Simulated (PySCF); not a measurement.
A mixed set of molecules. Level of theory: TDDFT PBE0/def2-SVPD, vertical, gas phase, core orbitals frozen in the response (PySCF 2.14.0, density-fitted response routines). Geometries: GFN2-xTB; one conformer of each isolated species. Triplets are in the Tamm–Dancoff approximation. Ions are computed without counter-ions or solvent.

**Question.** Rank by computed lowest singlet excitation energy, highest first.
A. `C[NH2+][C@@H]1C[C@H]1C`
B. `C1CN[SiH2]C1`
C. `O=COC=O`
D. `C=CC[NH+](C)C`

**Answer.** A (7.41 eV), D (6.88 eV), B (5.72 eV), C (4.71 eV).

```csv
SMILES,S1 (eV),LUMO (eV),f (S1),first f ≥ 0.01 (nm),HOMO (eV),T1 (eV),S1 mainly
C[NH2+][C@@H]1C[C@H]1C,7.41,-4.36,0.006,139,-12.86,7.34,H→L (98%)
C=CC[NH+](C)C,6.88,-4.29,0.014,180,-12.19,4.48,H→L+1 (62%)
C1CN[SiH2]C1,5.72,0.58,0.005,207,-6.52,5.46,H→L (94%)
O=COC=O,4.71,-1.64,0.002,164,-8.42,4.18,H→L (96%)
```

H and L stand for HOMO and LUMO.

Mean S1 by what the SMILES shows (count): single bonds only 6.57 eV (2); a double or triple bond but no aromatic ring 5.79 eV (2).
